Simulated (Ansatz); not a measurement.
Basis-set extrapolation for C₃H₈OSi (`C=C[SiH](C)O`) (PBE0-D4/def2-TZVP geometry, frozen core, Ansatz). Multiplicity 1, RHF reference.

```json
{"": "HF", "def2-TZVPP": "-482.194411", "def2-QZVPP": "-482.212785"}
{"": "MP2 correlation", "def2-TZVPP": "-0.865496", "def2-QZVPP": "-0.926604"}
{"": "CCSD(T) correlation", "def2-TZVPP": "-0.948750", "def2-QZVPP": "not run"}
```

Energies in hartree. Use E(X) = E(∞) + A·exp(−7.88·√X) for Hartree–Fock and E(X) = E(∞) + B·X^(−2.97) for correlation, with X = 3 and 4, and add CCSD(T) minus MP2 of the smaller set to the MP2 limit.

Question: What is the CCSD(T) energy at the basis-set limit?

Answer: HF limit: -482.212785 + (-0.018374) × 0.13774 = -482.21532. MP2 limit: -0.926604 + (-0.061108) × 0.74074 = -0.97187. Higher-order term: -0.948750 − (-0.865496) = -0.08325. Total: -483.27044 hartree, 3.46 eV below CCSD(T)/def2-TZVPP.
